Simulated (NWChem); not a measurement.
System: C₂H₃FSi; SMILES [SiH2](C#C)F

Excerpt of the output:

```
             Northwest Computational Chemistry Package (NWChem) 7.3.0
             --------------------------------------------------------

                             Geometry "geometry" -> ""
                             -------------------------

 Output coordinates in angstroms (scale by  1.889725989 to convert to a.u.)

  No.       Tag          Charge          X              Y              Z
 ---- ---------------- ---------- -------------- -------------- --------------
    1 Si                  14.0000    -0.48486200     0.62410900    -0.00041100
    2 F                    9.0000     0.84260700     1.55751500     0.00060700
    3 C                    6.0000     0.01815400    -1.13202200    -0.00128200
    4 C                    6.0000     0.33523100    -2.30671100    -0.00182000
    5 H                    1.0000    -1.26082600     0.92559600    -1.23047600
    6 H                    1.0000    -1.26168400     0.92433300     1.22941200
    7 H                    1.0000     0.61776100    -3.34520700    -0.00215800

 Effective nuclear repulsion energy (a.u.)     138.4756269440

                                 NWChem DFT Module
                                 -----------------

 Summary of "ao basis" -> "ao basis" (spherical)
 ------------------------------------------------------------------------------
       Tag                 Description            Shells   Functions and Types
 ---------------- ------------------------------  ------  ---------------------
 Si                         def2-svp                 8       18   4s3p1d
 F                          def2-svp                 6       14   3s2p1d
 C                          def2-svp                 6       14   3s2p1d
 H                          def2-svp                 3        5   2s1p

            General Information
            -------------------
          SCF calculation type: DFT
          Wavefunction type:  closed shell.
          No. of atoms     :     7
          No. of electrons :    38
           Alpha electrons :    19
            Beta electrons :    19
          Charge           :     0
          Spin multiplicity:     1
          Use of symmetry is: off; symmetry adaption is: off
          Maximum number of iterations: 150
          AO basis - number of functions:    75
                     number of shells:    35
          Convergence on energy requested:  1.00D-06
          Convergence on density requested:  1.00D-05
          Convergence on gradient requested:  5.00D-04

              XC Information
              --------------
                         B3LYP Method XC Potential
                     Hartree-Fock (Exact) Exchange  0.200
                        Slater Exchange Functional  0.800 local
                    Becke 1988 Exchange Functional  0.720 non-local
              Lee-Yang-Parr Correlation Functional  0.810
                  VWN I RPA Correlation Functional  0.190 local

             Grid Information
             ----------------
          Grid used for XC integration:  medium
          Radial quadrature: Mura-Knowles
          Angular quadrature: Lebedev.
          Tag              B.-S. Rad. Rad. Pts. Rad. Cut. Ang. Pts.
          ---              ---------- --------- --------- ---------
          Si                  1.10       88          11.0       590
          F                   0.50       49          12.0       434
          C                   0.70       49          10.0       434
          H                   0.35       45          12.0       434
          Grid pruning is: on
          Number of quadrature shells:   370
          Spatial weights used:  Erf1

      Superposition of Atomic Density Guess
      -------------------------------------

 Sum of atomic energies:        -464.77851379

      Non-variational initial energy
      ------------------------------

 Total energy =    -466.093361
 1-e energy   =    -916.610222
 2-e energy   =     312.041234
 HOMO         =      -0.348457
 LUMO         =      -0.008762

     ---------------------------------------------
      Total Density - Mulliken Population Analysis
     ---------------------------------------------

[...]

                     NWChem Electrostatic Potential Fit Module
                     -----------------------------------------

 Atom parameters

 Number of atoms is                                    7
 Number of basis functions is                         75

 Grid parameters

 Maximum number of grid points is                  35945
 Number of grid points is                          35944
 Grid range                                     0.300000 nm
 Grid spacing                                   0.020000 nm
 Probe radius                                   0.070000 nm
 Atom radius factor                             1.000000

 Atomic radii

    1    0.100000
    6    0.147000
    9    0.128000
   14    0.187000
 FASTESP  F
  using M.O. file = ./job.movecs

    Atom              Coordinates                           Charge

                                                  ESP

    1 Si   -0.048486    0.062411   -0.000041    0.807428
    2 F     0.084261    0.155752    0.000061   -0.316057
    3 C     0.001815   -0.113202   -0.000128   -0.213521
    4 C     0.033523   -0.230671   -0.000182   -0.238183
    5 H    -0.126083    0.092560   -0.123048   -0.146080
    6 H    -0.126168    0.092433    0.122941   -0.147116
    7 H     0.061776   -0.334521   -0.000216    0.253529
                                            ------------
                                                0.000000

 Dipole moment                                  0.723186

 Quadrupole moment Qxx                         -3.585308
                   Qyy                          6.751099
                   Qzz                         -3.165791

 RMS deviation kJ/mol                           0.061307

 RRMS %                                        32.193718
```

Level: B3LYP/def2-SVP. Structure relaxed at the PBE0/def2-SVP level.

Question: Reconstruct the input file.

Answer: Several could match; the one computed here: the input that was run:
```
start job
memory heap 200 mb stack 900 mb global 1100 mb
geometry units angstroms noautosym nocenter noautoz
  Si    -0.484862     0.624109    -0.000411
  F      0.842607     1.557515     0.000607
  C      0.018154    -1.132022    -0.001282
  C      0.335231    -2.306711    -0.001820
  H     -1.260826     0.925596    -1.230476
  H     -1.261684     0.924333     1.229412
  H      0.617761    -3.345207    -0.002158
end
basis spherical
  * library def2-svp
end
dft
  xc b3lyp
  iterations 150
  mulliken
end
task dft energy
esp
  recalculate
  probe 0.07
  range 0.3
  factor 1.0
  spacing 0.02
end
task esp
```
